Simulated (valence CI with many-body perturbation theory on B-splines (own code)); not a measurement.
# Lu⁴⁰⁺ in brief

Calculated by configuration interaction combined with many-body perturbation theory (CI+MBPT): three valence electrons over a frozen Dirac-Fock core [Ar] 3d10, radial functions for each j: 9 s, 9 p, 8 d, 6 f, 3 g, 1 h, with the one-electron correlation potential Σ1 (screened to all orders), the two-electron term Σ2, the three-electron term Σ3, Breit, model QED; selected single and double excitations, second order for the rest, scaled by the run's own slope (own B-spline code, finite nucleus).

The last digits are not significant, and no measured levels were compared; by estimate large intervals hold to a few tenths of a per cent, small ones and those within an open d or f shell to about a per cent.

Levels are named by their leading jj configuration (3d3/2^4 stands for four electrons in 3d with j = 3/2), which in mixed levels can hold well under half, so a name can repeat and another be missing.

Rates and lifetimes use the calculated energies. Strong lines usually hold to 10 to 20 %, long lifetimes can be off by a factor of two.

Question: What is the ground level?

Answer: (4s^2 4p1/2) J=1/2, composition 99 % 4s2 4p 2P°, g = 0.660.

Question: Among levels below 30.396 Ry, which E1 lines absorb most strongly from the ground level?

Answer: to (4s^2 4d3/2) J=3/2 at 5.431 nm, f = 0.816; to (4s 4p1/2 4p3/2) J=3/2 at 7.097 nm, f = 0.389; to (4s 4p1/2 4p3/2) J=1/2 at 6.991 nm, f = 0.379.

Question: Name the longest-lived excited levels whose lifetime is computed, and their main decay.

Answer: (4s 4p3/2 4d5/2) J=9/2 at 28.813 Ry lives 497 ns, mostly by M1 to (4s 4p1/2 4d5/2) J=7/2; (4s^2 4p3/2) J=3/2 at 5.781 Ry lives 425 ns, mostly by M1 to (4s^2 4p1/2) J=1/2.

Question: How well does LS coupling describe the low levels?

Answer: Among the lowest 20 levels the leading LS term, summed over configurations, holds 66 % on average. For single configurations the figures are 63 % in LS and 90 % in jj coupling. Terms mix most in the J = 5/2 level at 23.706 Ry, where the leading one holds 34 %.

Question: What are the static dipole polarisabilities of the lowest levels?

Answer: (4s^2 4p1/2) J=1/2 0.0402 bohr³, of which the core gives 0.00260.
